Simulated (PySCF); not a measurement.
**Working out the excitation energy of Be**

Be [He] 2s2 (1S) → Be [He] 2p2 (3P). All numbers are calculated (PySCF 2.14, the spin-free X2C one-electron Hamiltonian (Gaussian nucleus), in aug-cc-pVTZ-DK (5s4p3d2f, 46 functions)). Frozen: 1s2. Energies in hartree (1 hartree = 27.21139 eV):

```csv
part,Be (lower),Be (upper)
UHF,-14.575388,-14.338343
CCSD correlation,-0.045577,-0.009136
(T),0.000000,0.000000
```

Problem. What does Hartree-Fock give?

Solution. (-14.338343) − (-14.575388) = 0.237045 hartree = 6.450 eV.

Problem. What do CCSD and CCSD(T) give?

Solution. The CCSD correlation energies differ by 0.036441 hartree = 0.992 eV and the triples by 0.000000 hartree = 0.000 eV, so CCSD gives 7.442 eV and CCSD(T) 7.442 eV.

Measured between the centres of the two terms (NIST): 7.401 eV, so CCSD(T) (valence) is off by 0.041 eV.

What remains against the reference includes basis incompleteness, the frozen core and higher excitations.
